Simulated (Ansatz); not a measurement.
SinClm: gap (eV) at several levels, gas phase, relaxed structures; Ansatz. Clusters are the lowest isomers that short searches found in that spin, judged at the geometry's level. HOMO and LUMO are taken over both spins. The structures are stationary points that may keep the symmetry of their start. Remarks come from the PBE and PBE0 runs and from stability tests at other levels; not every state was tested.

```csv
species,state,geometry,PBE-D4/def2-SVP,PBE-D4/def2-TZVP,r2SCAN-D4/def2-TZVP,PBE0-D4/def2-SVP,PBE0-D4/def2-TZVP,PBE0-D4/def2-TZVPD,remarks
Si2Cl,doublet,r2SCAN-D4/def2-TZVP,0.22,0.28,0.75,1.93,2.00,2.00,–
Si4Cl2,singlet,B3LYP-D4/def2-SVP,2.01,1.98,2.20,3.56,3.53,3.52,restricted SCF unstable in HF
```

Q: Estimate the rows for Si5Cl2 (singlet, r2SCAN-D4/def2-SVP geometry).

A: 
| species | state | geometry | PBE-D4/def2-SVP | PBE-D4/def2-TZVP | r2SCAN-D4/def2-TZVP | PBE0-D4/def2-SVP | PBE0-D4/def2-TZVP | PBE0-D4/def2-TZVPD | remarks |
| --- | --- | --- | --- | --- | --- | --- | --- | --- | --- |
| Si5Cl2 | singlet | r2SCAN-D4/def2-SVP | 1.53 | 1.53 | 1.68 | 2.94 | 2.94 | 2.93 | restricted SCF unstable in HF |

Over the 3 species that have every level, the mean is 1.26 at PBE-D4/def2-SVP, 1.26 at PBE-D4/def2-TZVP, 1.54 at r2SCAN-D4/def2-TZVP, 2.81 at PBE0-D4/def2-SVP, 2.82 at PBE0-D4/def2-TZVP, 2.82 at PBE0-D4/def2-TZVPD. Orbital gaps grow with the share of exact exchange and aren't one observable across functionals.
